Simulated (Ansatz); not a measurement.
Start from `F[SiH2]N[Si](F)(Cl)Cl` and change one atom or group to get `O[SiH](O)[Si](F)(Cl)Cl`.

Ansatz, PBE0-D4/def2-TZVP geometries, multiplicity 1. Each molecule was computed in one conformer, which needn't be the lowest.

```tsv
property	`F[SiH2]N[Si](F)(Cl)Cl`
LUMO energy (B3LYP/def2-TZVPP) / eV	-0.18
HOMO–LUMO gap (B3LYP/def2-TZVPP) / eV	8.42
size of the dipole moment (ωB97M-V/def2-TZVPP) / D	2.15
HOMO energy (ωB97M-V/def2-TZVPP) / eV	-11.19
LUMO energy (PBE/def2-TZVPP) / eV	-0.84
size of the dipole moment (PBE/def2-TZVPP) / D	2.07
```

Q: What does the change do to each property? (An estimate is asked.)

A: Ansatz gave: 
```csv
property,`O[SiH](O)[Si](F)(Cl)Cl`,shift
LUMO energy (B3LYP/def2-TZVPP) / eV,-0.83,-0.65
HOMO–LUMO gap (B3LYP/def2-TZVPP) / eV,7.19,-1.23
size of the dipole moment (ωB97M-V/def2-TZVPP) / D,3.52,1.37
HOMO energy (ωB97M-V/def2-TZVPP) / eV,-10.27,0.92
LUMO energy (PBE/def2-TZVPP) / eV,-1.49,-0.65
size of the dipole moment (PBE/def2-TZVPP) / D,3.39,1.32
```

With PBE0 the HOMO rises by 0.68 eV and the LUMO falls by 0.74 eV, so the gap narrows by about 1.42 eV. PBE moves the HOMO by 0.54 eV and ωB97M-V by 0.92 eV. Dipoles are sizes alone; their direction can turn.

B3LYP here is the variant with VWN-RPA as its local correlation; programs differ in this.
